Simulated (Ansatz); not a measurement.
Group exchange: C2H3IO + H3NO → C2H5NO + HOI

Species: C2H3IO `CC(=O)I`, singlet; H3NO (hydroxylamine) `NO`, singlet; C2H5NO (acetamide) `CC(N)=O`, singlet; HOI (hypoiodous acid) `OI`, singlet. The partners trade I for NH2: C–I and O–NH2 bonds give way to C–NH2 and O–I.

Shapes, held fixed at every level: PBE0-D4/def2-TZVP. Flexible molecules stand in one conformer, not always the lowest. Programs: Ansatz 0.2.0. The zero-point and thermal change to 298 K, harmonic and unscaled (PBE0-D4/def2-TZVP), is -2.0 kJ/mol.

**The experiment to reproduce.** Tabulated heats of formation (Active Thermochemical Tables, CRC Handbook of Chemistry and Physics): C2H3IO -126.4 (CRC); H3NO -43.5 (ATcT); C2H5NO -238.3 (CRC); HOI -61.3 (ATcT) kJ/mol, which give ΔH(298 K) = -129.7 kJ/mol.

```
              level                    kind  ΔH (kJ/mol)  computed − measured
        HF/def2-SVP            Hartree–Fock       -126.7                 +3.0
BHLYP-D4/def2-TZVPP           global hybrid       -128.7                 +1.0
 PBE0-D4/def2-TZVPP           global hybrid       -118.2                +11.5
 wB97X-V/def2-TZVPP  range-separated hybrid       -125.7                 +4.0
       MP2/def2-SVP     perturbation theory       -104.7                +25.0
   CCSD(T)/def2-SVP   coupled cluster or CI       -101.2                +28.5
 CCSD(T)/def2-TZVPP   coupled cluster or CI       -115.2                +14.5
```

Nearest: BHLYP-D4/def2-TZVPP (+1.0); farthest: CCSD(T)/def2-SVP (+28.5). 3 of 7 levels lie within 10 kJ/mol. The heats of C2H3IO come from older tables and can be uncertain by 10 kJ/mol or more. For atoms past krypton def2 sets carry core potentials with scalar relativity. Correlated rows may include outer-core shells of I, which these sets cover unevenly.
